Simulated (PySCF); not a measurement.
A structure optimised at PBE0-D3(BJ)/def2-SVP, used in a PySCF frequency run:

```
B
O 1 1.3609
O 1 1.3610 2 120.02
O 1 1.3610 2 119.99 3 -179.92
C 2 1.4030 1 120.54 3 -0.28
H 5 1.0996 2 108.29 1 174.97
H 5 1.1023 6 108.82 2 121.69
H 5 1.1028 6 108.60 7 116.97
C 3 1.4031 1 120.48 2 -179.66
H 9 1.0996 3 108.27 1 -179.28
H 9 1.1025 10 108.73 3 -121.54
H 9 1.1026 10 108.70 11 -116.96
C 4 1.4031 1 120.48 2 0.00
H 13 1.0996 4 108.27 1 -179.31
H 13 1.1025 14 108.73 4 -121.54
H 13 1.1026 14 108.70 15 -116.97
```

### Question
Write its SMILES and formula.

### Answer
COB(OC)OC, C₃H₉BO₃

### Question
What are its rotational constants (standard atomic weights)?

### Answer
2.6654, 2.6633, 1.3667 GHz
